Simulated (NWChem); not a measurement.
# HfSF2; SMILES [S]=[Hf]([F])[F]

def2 effective core potentials on Hf; no spin-orbit coupling.

**Question.** Give the equilibrium geometry at PBE0/def2-SVP with def2 effective core potentials on Hf (NWChem) as a list of bonds and angles, with the point group.

**Answer.** point group Cs; any orientation.
Bonds (Å): Hf1–S2 2.219, Hf1–F3 1.912, Hf1–F4 1.912. Bond angles (°): S2–Hf1–F3 110.5, S2–Hf1–F4 110.5, F3–Hf1–F4 114.2.
